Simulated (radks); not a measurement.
Problem. The mean radii <r> (bohr) of the occupied orbitals of an atom or ion are listed with their occupations. Method: scalar-relativistic Kohn-Sham, PBE, spin-polarised, spherical densities, point nucleus; computed with a radial shooting solver on a logarithmic mesh with Libxc functionals.

| orbital | occ. | <r> |
|---|---|---|
| 1s up | 1 | 0.02150 |
| 1s down | 1 | 0.02150 |
| 2s up | 1 | 0.09056 |
| 2s down | 1 | 0.09055 |
| 2p up | 3 | 0.07991 |
| 2p down | 3 | 0.07991 |
| 3s up | 1 | 0.2209 |
| 3s down | 1 | 0.2210 |
| 3p up | 3 | 0.2158 |
| 3p down | 2 | 0.2159 |

Name the element and its charge. Open shells, if any, are filled with parallel spins first.

Solution. Z = 65, terbium, charge +48: Tb48+ in [Ne] 3s2 3p5. The 1s radius gives Z: for a bare nucleus <r> = (2 gamma + 1)/(2Z) with gamma = sqrt(1 - (Z/c)^2), 0.02124 bohr for Z = 65, and screening makes it slightly larger (0.02150 here). The occupations add up to 17, and the charge is Z minus that.
